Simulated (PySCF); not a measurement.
C5H4FN3.
SMILES with atom numbers: `[CH2:1]=[CH:2][c:3]1[n:4][cH:5][n:6][n:7][c:8]1[F:9]`

Probes without a nucleus sit at each ring's centroid and 1 Å off its mean plane on both sides; NICS is minus the shielding there, NICSzz its component along the normal. Level: GIAO PBE0/pcSseg-1 (PySCF, non-relativistic, gas phase) on the GFN2-xTB geometry, one conformer.

Ring bond lengths (Å), with Mayer bond orders in brackets: C3–N4 1.329 (1.46), N4–C5 1.326 (1.44), C5–N6 1.317 (1.49), N6–N7 1.306 (1.28), N7–C8 1.308 (1.52), C8–C3 1.415 (1.19).

Give the NICS values of each ring in ppm.

```csv
ring,type,NICS(0),"NICS(1), two faces","NICS(1)zz, two faces",rms pucker (Å),"centre to ring atoms, mean (Å)"
C3–N4–C5–N6–N7–C8,6-membered ring with 3 N; formal bonds all aromatic,-4.8,-10.3 / -10.3,-24.3 / -24.2,0.00,1.33
```

What can be read from them?

- C3–N4–C5–N6–N7–C8: mean NICS(1)zz -24.3 ppm, shielded. The ring is flat and has no four-coordinate atom; by the NICS criterion it is aromatic. NICS(0) lies 6 ppm above the mean NICS(1).

And the bond-length index? HOMA takes Krygowski's 1993 parameters.

- C3–N4–C5–N6–N7–C8: HOMA 0.95; the largest term is that of C8–C3, α(R − Ropt)² = 0.19. The geometric and the magnetic index point the same way.

At the first NICS(1) probe listed for ring C3–N4–C5–N6–N7–C8, 1 Å off the ring, how large is the induced field along the normal in 11.7 T applied along it?

NICSzz × B0 = -24.3 ppm × 11.7 T = -284 μT, against the applied field.

On an Arm Neoverse V1 with one thread, no GPU, on a shared host, this took 30 s of wall time (with the writing of density and orbital grids) and 0.72 GiB of memory at its peak. This is the whole shielding run at PBE0/pcSseg-1, SCF included.

Shape of the structure used: `[CH2:1]=[CH:2][c:3]1[n:4][cH:5][n:6][n:7][c:8]1[F:9]`: C1–C2–C3–N4 0°.
